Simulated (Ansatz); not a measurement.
How methods differ on GeCNClF (SMILES N#[C][Ge]([F])[Cl])

GeCNClF: 5 atoms, total charge 0, spin state doublet. SMILES: `N#[C][Ge]([F])[Cl]`. The shape is that of a PBE0-D4/def2-TZVP optimisation.

Quantity: the electronic atomisation energy, in eV. The values are calculated. Electronic energies at fixed atoms, without zero-point motion or spin-orbit coupling.

```tsv
level	kind	program	value (eV)	less CCSD(T)/cc-pVDZ	CPU time (all runs)
UHF/cc-pVDZ	Hartree–Fock	Ansatz	11.72	-5.75	7.8 s
USVWN5/cc-pVDZ	LDA	Ansatz	23.27	+5.80	5.2 s
UPBE/cc-pVDZ	GGA	Ansatz	20.37	+2.90	8.5 s
UPBE0/cc-pVDZ	global hybrid	Ansatz	19.19	+1.72	11 s
UCAM-B3LYP/cc-pVDZ	range-separated hybrid	Ansatz	19.06	+1.59	12 s
UHSE06/cc-pVDZ	range-separated hybrid	Ansatz	19.22	+1.75	12 s
UPBE-QIDH/cc-pVDZ	double hybrid	Ansatz	18.62	+1.15	15 s
RPA@PBE/cc-pVDZ	RPA	Ansatz	16.11	-1.36	12 s
UCCSD(T)/cc-pVDZ	coupled cluster or CI	Ansatz	17.47	0.00	50 s
```

Differences are taken from UCCSD(T)/cc-pVDZ for orientation; it has basis-set and higher-order errors of its own. All-electron rows without a relativistic Hamiltonian named are non-relativistic. The values span 11.72 to 23.27 eV. In the correlated wave-function rows the outer d shell of Ge is correlated, in sets not made for it. Times are those of the runs behind each value, whatever else they computed, on shared processors of several kinds: orders of magnitude only.
